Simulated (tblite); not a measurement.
C$_{4}$H$_{3}$S, charge -1, singlet, geometry from GFN2-xTB; tblite 0.6.0 with GFN1-xTB.

Here is a job for tblite.
```
$ tblite run mol.xyz --method gfn1 --charge -1 --spin 0 --guess eeq --json tblite.json --no-restart

# file mol.xyz
8

S     -0.00537468    -0.04815724     1.21841919
C      0.01986202     1.30772605    -0.16320033
C     -0.01696070    -1.17565525    -0.08708173
C      0.01720962     0.81295480    -1.37105401
C     -0.00405720    -0.62093181    -1.32562868
H      0.03299419     2.30566269     0.24093354
H     -0.03341327    -2.22952851     0.16092592
H     -0.00990838    -1.25018105    -2.21477794
```

Question: What does tblite print? Leave out banner, timings and long lists.

Answer: 
```
xTB calculator
 | screened Coulomb repulsion
 | Coulomb electrostatics
 |  * isotropic Klopman-Ohno-Mataga-Nishimoto electrostatics
 |  * onsite third-order electrostatics
 | DFT-D3(BJ) dispersion correction

halogen bonding energy    0.0000000000000E+00 Eh
repulsion energy          1.8819751838854E-01 Eh
dispersion energy        -3.0783376642708E-03 Eh
number of electrons       2.6000000000000E+01 e
integral cutoff           1.9731147476801E+01 bohr

------------------------------------------------------------
  cycle        total energy    energy error   density error
------------------------------------------------------------
      1     -13.83567938081  -1.4020799E+01   6.8399019E-01
      2     -13.86499599674  -2.9316616E-02   3.8740321E-01
      3     -13.84041781353   2.4578183E-02   1.6667107E-01
      4     -13.87361243927  -3.3194626E-02   1.8642113E-02
      5     -13.87379122090  -1.7878162E-04   3.7361742E-03
      6     -13.87380613707  -1.4916170E-05   9.7713165E-04
      7     -13.87380697080  -8.3373003E-07   2.6480044E-04
      8     -13.87380699310  -2.2306839E-08   1.2616771E-04
      9     -13.87380699825  -5.1435389E-09   1.9758503E-05
------------------------------------------------------------

electronic energy        -1.4058926178971E+01 Eh
total energy             -1.3873806998247E+01 Eh

Post processing:
 | Mayer-Wiberg bond orders

[Info] JSON dump of results written to 'tblite.json'
```
